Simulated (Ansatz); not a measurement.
InH2(CN) (CH2InN), relaxed as a singlet with RKS PBE-D4/def2-TZVP in Ansatz, starting from the GFN2-xTB geometry. Force threshold 0.02 eV/Å.

In the def2 sets In takes a core potential; there is no spin–orbit coupling.

Start:

```csv
atom,x (Å),y (Å),z (Å)
In1,0.467,0.602,-0.171
H2,1.379,0.496,-1.632
H3,0.523,1.914,0.947
C4,-0.845,-1.062,0.300
N5,-1.524,-1.950,0.555
```

```json
{"step": "1", "energy (eV)": "-7730.0599", "largest force component (eV/Å)": "2.406", "SCF passes": "18"}
{"step": "2", "energy (eV)": "-7730.0972", "largest force component (eV/Å)": "0.166", "SCF passes": "21"}
{"step": "3", "energy (eV)": "-7730.1005", "largest force component (eV/Å)": "0.037", "SCF passes": "22"}
{"step": "4", "energy (eV)": "-7730.1006", "largest force component (eV/Å)": "0.006", "SCF passes": "23"}
```

Force components are those of the run's own axes.

End:

```xyz
5

In    0.490    0.624   -0.178
H     1.352    0.437   -1.649
H     0.474    1.882    0.988
C    -0.809   -1.022    0.290
N    -1.507   -1.922    0.548
```

By distances, no bond broke or formed. The bond that changes most is In1–C4, from 2.17 to 2.15 Å (atoms count from 1).

No frequencies were taken in this run, so the end may be a saddle point.

Hardware: 4 threads of Arm Neoverse V2 on a shared host. Wall time 2.2 s.
